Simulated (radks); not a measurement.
Q: Coherent X-ray form factor from a spherical all-electron density. All-electron calculation, scalar-relativistic Kohn-Sham, PBE, spin-polarised, spherical densities, finite nucleus; Fermi nuclear charge, rms radius of each element as measured or else 0.836 A^(1/3) + 0.57 fm. Program: a radial shooting solver on a logarithmic mesh with Libxc functionals.

sin(theta)/lambda (1/angstrom),f0 (electrons)
0.05,10.835
0.1,10.395
0.15,9.799
0.2,9.157
0.25,8.526
0.3,7.919
0.4,6.758
0.5,5.667
0.6,4.691
0.8,3.217
1,2.337
1.25,1.766
1.5,1.485
2,1.195

The species is in the configuration that NIST lists as its ground one. Which atom or ion scatters so?

A: The aluminium ion Al2+, [Ne] 3s(up 1, down 0). Extrapolating in s^2 from the first two rows gives f0(0) = 11.0, near the electron count 11; among species with that count, the fall with angle is slower the higher Z, and the table is that of Z = 13; from so few rows the species is fixed only to a neighbour or two.
